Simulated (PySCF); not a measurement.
**Radial density of Zn⁺ (zinc, charge +1)**

UHF, [Ar] 3d9 4s1 4p1, one real determinant (an excited configuration). All numbers are calculated (PySCF 2.14, the non-relativistic Hamiltonian (point nucleus), in def2-QZVPPD (11s6p5d4f2g, 100 functions)).

```tsv
r (bohr)	4πr²ρ (e/bohr)	4πr²(ρα − ρβ)
0.000899	0.1777	0.0001
0.00151	0.4846	0.0002
0.00254	1.289	0.0006
0.00428	3.286	0.0015
0.00720	7.805	0.0035
0.0121	16.47	0.0072
0.0204	28.56	0.0117
0.0343	36.25	0.0127
0.0576	31.52	0.0115
0.0969	31.46	0.0467
0.163	41.84	0.1613
0.274	24.94	0.5080
0.461	22.19	1.2758
0.776	19.30	0.9975
1.31	4.581	0.6619
2.20	1.218	0.9653
3.69	0.3193	0.3163
6.21	0.01202	0.0120
```

⟨L²⟩ = 8.05 against 12 for a pure F term, so this real determinant mixes terms.
